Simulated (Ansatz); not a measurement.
`COB(O)O[SiH3]` → `C[SiH2]OB(O)O`  (isomerisation)

Program: Ansatz. Geometries: PBE0-D4/def2-TZVP. ΔE: electronic, gas phase. CCSD(T)/CBS adds triple-zeta CCSD(T) − MP2 to the extrapolated MP2 energy (def2 sets, frozen cores). DFT in def2-TZVPP. Each species was taken in one conformer, which may not be the lowest.

`COB(O)O[SiH3]`:

```xyz
13

C     0.959   -1.557   -1.028
O     0.116   -0.575   -0.478
B     0.548    0.278    0.505
O     1.802    0.262    1.041
O    -0.331    1.201    0.976
Si   -1.897    1.493    0.553
H     0.390   -2.110   -1.775
H     1.829   -1.111   -1.523
H     1.302   -2.267   -0.267
H     2.383   -0.405    0.672
H    -1.995    1.875   -0.879
H    -2.362    2.617    1.399
H    -2.744    0.298    0.803
```

`C[SiH2]OB(O)O`:

```xyz
13

C     1.909    0.129    0.589
Si    0.375   -0.847    0.971
O    -0.706   -0.795   -0.285
B    -1.352    0.254   -0.864
O    -1.105    1.527   -0.431
O    -2.246    0.056   -1.880
H     2.401   -0.248   -0.310
H     1.660    1.181    0.434
H     2.618    0.061    1.419
H     0.693   -2.286    1.156
H    -0.280   -0.336    2.204
H    -1.625    2.179   -0.906
H    -2.342   -0.874   -2.096
```

CCSD(T)/CBS gives -118.2 kJ/mol.

(1) Another level gave -117.9 kJ/mol. Which?
A. ωB97M-V/def2-TZVPP
B. MP2/def2-TZVPP
C. ωB97X-V/def2-TZVPP
D. HF/def2-TZVPP

Largest T1 diagnostic among the species: 0.012.

Answers

(1) A. ωB97M-V -117.9, ωB97X-V -112.4, MP2/def2-TZVPP -121.9, HF/def2-TZVPP -104.9 kJ/mol.

In def2-TZVPP, CCSD(T) changes the Hartree–Fock value by −10.0 kJ/mol (the triples alone add −0.3 kJ/mol) and MP2 by −17.0 kJ/mol.
